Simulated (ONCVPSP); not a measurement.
# Building the ONCV potential for caesium (PBEsol, scalar-relativistic).

- Element: Cs (Z = 55)
- Generator: ONCVPSP 4.0.1
- Type: optimised norm-conserving Vanderbilt (ONCV)
- Functional: PBEsol
- Relativity: scalar-relativistic
- Frozen core: [Kr] 4d10
- Valence charge: 9
- Reference configuration: 5s2 5p6 6p1
- Partial waves: 5s: rc 2.85 bohr, ncon 4, nbas 7, qcut 5.2 1/bohr, 2 projectors, debl 0.7 Ha; 5p+6p: rc 3.35 bohr, ncon 5, nbas 8, qcut 4.5 1/bohr, 3 projectors, debl 1 Ha; d scattering state at 0.23 Ha: rc 2.65 bohr, ncon 4, nbas 8, qcut 3.9 1/bohr, 3 projectors, debl 3.7 Ha
- Local potential: polynomial inside 1.70 bohr (lpopt 5, dvloc0 1 Ha)
- Core correction: none

In the s channel the program set the typed energies aside and used -1.032, 0.250 Ha. In the d channel the program set the typed energies aside and used 0.050, 3.750, 7.450 Ha.

All-electron outer shells of the reference configuration (PBEsol, scalar-relativistic, ld1.x):

```csv
shell,level (eV),outermost node (bohr),outermost maximum (bohr)
5s,-28.08,0.82,1.54
5p,-14.80,0.89,1.79
6p,-1.28,2.58,6.89
```

**Question.** Estimate the cutoffs (Ha) at which the residual kinetic energy of the hardest occupied pseudo-wave falls to 1 and 0.1 mHa per electron.

**Answer.** 7.3 Ha and 9.1 Ha.

**Question.** What does a ghost test show?

**Answer.** No bound ghost flagged; GHOST(+) flagged for s at 67.0 eV.

**Question.** Which valence shell sets the plane-wave cutoff?

**Answer.** 5s: 7 Ha for 1 mHa per electron, against 4 Ha for 5p.

**Question.** Tests: 5s2 5p6 6s1 6p0; 5s2 5p6 6p0; 5s2 5p6 6s0.5 6p0; 5s2 5p6 5d1 6p0. Which has the largest error in its energy relative to the reference configuration, and how large is it?

**Answer.** 5s2 5p6 5d1 6p0, with -1.7 meV (all-electron minus pseudo) on +0.31 eV.
